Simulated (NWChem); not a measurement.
System: C3H7FSi; SMILES C[SiH2]/C=C\F

NWChem printed, in part:

```
             Northwest Computational Chemistry Package (NWChem) 7.3.0
             --------------------------------------------------------

                             Geometry "geometry" -> ""
                             -------------------------

 Output coordinates in angstroms (scale by  1.889725989 to convert to a.u.)

  No.       Tag          Charge          X              Y              Z
 ---- ---------------- ---------- -------------- -------------- --------------
    1 C                    6.0000     0.26633600    -2.54096500     0.00000000
    2 Si                  14.0000    -0.49519800    -0.82346200     0.00000000
    3 C                    6.0000     0.86916800     0.46580800     0.00000000
    4 C                    6.0000     0.65033000     1.77764500     0.00000000
    5 F                    9.0000    -0.58002900     2.28995100     0.00000000
    6 H                    1.0000    -0.51505100    -3.31625100     0.00000000
    7 H                    1.0000     0.89488200    -2.69258500    -0.89138000
    8 H                    1.0000     0.89488200    -2.69258500     0.89138000
    9 H                    1.0000    -1.36248400    -0.64496800     1.20682500
   10 H                    1.0000    -1.36248400    -0.64496800    -1.20682500
   11 H                    1.0000     1.92210200     0.16498600     0.00000000
   12 H                    1.0000     1.41349100     2.56420200     0.00000000

 Effective nuclear repulsion energy (a.u.)     215.6241132390

                              NWChem Property Module
                              ----------------------

  itol2e modified to match energy
  convergence criterion.

                                 NWChem DFT Module
                                 -----------------

 Summary of "ao basis" -> "ao basis" (spherical)
 ------------------------------------------------------------------------------
       Tag                 Description            Shells   Functions and Types
 ---------------- ------------------------------  ------  ---------------------
 C                           6-31g*                  6       14   3s2p1d
 Si                          6-31g*                  8       18   4s3p1d
 F                           6-31g*                  6       14   3s2p1d
 H                           6-31g*                  2        2   2s

  itol2e modified to match energy
  convergence criterion.

[...]

          -----------------------------------------
          Chemical Shielding Tensors (GIAO, in ppm)
          -----------------------------------------

                                NWChem CPHF Module
                                ------------------

  scftype          =     RHF
  nclosed          =       24
  nopen            =        0
  variables        =     1536
  # of vectors     =        3
  tolerance        = 0.10D-03
  level shift      = 0.00D+00
  max iterations   =       50
  max subspace     =       30

 SCF residual:    1.4382800477704667E-005

Iterative solution of linear equations
  No. of variables     1536
  No. of equations        3
  Maximum subspace       30
        Iterations       50
       Convergence  1.0D-04

   iter   nsub   residual    time
   ----  ------  --------  ---------
     1      3    4.48D-01      73.8
     2      6    4.18D-02      78.8
     3      9    2.20D-03      83.7
     4     12    4.44D-05      88.4

      Atom:    1  C
        Diamagnetic
    247.8364     -4.4751     -0.0000
     -4.4751    257.8950     -0.0000
     -0.0000     -0.0000    245.3149

        Paramagnetic
    -49.8233      7.5677     -0.0000
      7.5677    -62.5457      0.0000
     -0.0000      0.0000    -52.0367

        Total Shielding Tensor
    198.0131      3.0926     -0.0000
      3.0926    195.3493      0.0000
     -0.0000      0.0000    193.2782

           isotropic =     195.5469
          anisotropy =       6.7523

          Principal Components and Axis System
                 1           2           3
              200.0484    193.3140    193.2782

      1         0.8353     -0.5498      0.0000
      2         0.5498      0.8353     -0.0000
      3        -0.0000      0.0000      1.0000

      Atom:    2  Si
        Diamagnetic
    882.8942      0.7036     -0.0000
      0.7036    887.4723      0.0000
     -0.0000      0.0000    879.1696

        Paramagnetic
   -438.1374     -8.7444      0.0000
     -8.7444   -406.6243     -0.0000
      0.0000     -0.0000   -453.4867

        Total Shielding Tensor
    444.7568     -8.0408      0.0000
     -8.0408    480.8480     -0.0000
      0.0000     -0.0000    425.6829

           isotropic =     450.4292
          anisotropy =      48.1937

          Principal Components and Axis System
                 1           2           3
              482.5584    443.0465    425.6829

      1        -0.2081      0.9781     -0.0000
      2         0.9781      0.2081     -0.0000
      3        -0.0000      0.0000      1.0000

      Atom:    3  C
        Diamagnetic
    263.9657      4.4746     -0.0000
      4.4746    268.8572      0.0000
     -0.0000      0.0000    241.1561

        Paramagnetic
   -264.6226      6.6285      0.0000
      6.6285   -145.1245     -0.0000
      0.0000     -0.0000    -74.1925

        Total Shielding Tensor
     -0.6569     11.1032      0.0000
     11.1032    123.7328      0.0000
      0.0000      0.0000    166.9636

           isotropic =      96.6798
          anisotropy =     105.4257

          Principal Components and Axis System
                 1           2           3
              166.9636    124.7161     -1.6402

      1         0.0000      0.0882      0.9961
      2         0.0000      0.9961     -0.0882
      3         1.0000     -0.0000     -0.0000

      Atom:    4  C
        Diamagnetic
    258.8472     -4.0483     -0.0000
     -4.0483    263.7765      0.0000
     -0.0000      0.0000    235.1799

        Paramagnetic
   -322.0387    -20.4177      0.0000
    -20.4177   -180.7816      0.0000
      0.0000      0.0000   -142.1322

[...]
```

Level: B3LYP/6-31G* (spherical d), GIAO. Geometry: optimised at PBE0/def2-SVP. No frequency run checked for a minimum. B3LYP is NWChem's, with the RPA form of VWN correlation. NWChem prints the field gradient with the sign opposite to the second derivative of the potential. The output numbers the shielded atoms by their place in the input's list. The printed shielding anisotropy is the first printed principal value minus the mean of the other two.

Q: Reconstruct the input file.

A: Several could match; the one computed here: the input that was run:
```
start job
memory heap 200 mb stack 900 mb global 1100 mb
geometry units angstroms noautosym nocenter noautoz
  C      0.266336    -2.540965     0.000000
  Si    -0.495198    -0.823462     0.000000
  C      0.869168     0.465808     0.000000
  C      0.650330     1.777645     0.000000
  F     -0.580029     2.289951     0.000000
  H     -0.515051    -3.316251     0.000000
  H      0.894882    -2.692585    -0.891380
  H      0.894882    -2.692585     0.891380
  H     -1.362484    -0.644968     1.206825
  H     -1.362484    -0.644968    -1.206825
  H      1.922102     0.164986     0.000000
  H      1.413491     2.564202     0.000000
end
basis spherical
  C library 6-31g*
  Si library 6-31g*
  F library 6-31g*
  H library 6-31g*
end
dft
  xc b3lyp
  iterations 150
end
property
  shielding 10 1 2 3 4 5 6 7 9 11 12
  efieldgrad
end
task dft property
```
